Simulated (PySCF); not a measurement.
## 15N chemical shifts

Computed data (PySCF 2.14): GFN2-xTB geometry, PBE0/pcSseg-1 with gauge-including orbitals. One conformer, one averaged value for each set of equivalent atoms, relativity neglected, isolated molecule.

Shieldings were converted by a linear fit to measured shifts: 15N: δ = -148.07 − 0.921σ (rms 6.3 ppm, 71 shifts vs CH3NO2, solution or neat liquid). Occasional misses reach two or three times the rms, and more in compound classes unlike the fitted ones.

(1) Give the 15N shifts of `Cc1cc([SiH3])nnc1F`, `C[C@@H]1CO[C@H]1C(N)=O`, `C[C@@H](CC=O)C(N)=O`, `O=CN1CCOCC1`.

(2) Order these by 15N shift, lowest first.
A. CNC(=O)C1COC1
B. Nc1coc([SiH3])c1
C. CC(=O)NC(C)(C)C
D. N#C[C@@H]1OCC[SiH2]1

Results:

(1) 
| compound | environment | δ (ppm) |
| --- | --- | --- |
| [CH3:1][c:2]1[cH:3][c:4]([SiH3:5])[n:6][n:7][c:8]1[F:9] | N6: pyridine-type ring nitrogen | 47.5 |
| [CH3:1][c:2]1[cH:3][c:4]([SiH3:5])[n:6][n:7][c:8]1[F:9] | N7: pyridine-type ring nitrogen | -13.8 |
| C[C@@H]1CO[C@H]1C(N)=O | amide-type nitrogen | -291.0 |
| C[C@@H](CC=O)C(N)=O | amide-type nitrogen | -277.9 |
| O=CN1CCOCC1 | amide-type nitrogen | -267.9 |

(2) B (-348.7 ppm, aniline-type nitrogen), A (-287.1 ppm, amide-type nitrogen), C (-255.1 ppm, amide-type nitrogen), D (-106.3 ppm, nitrile nitrogen).
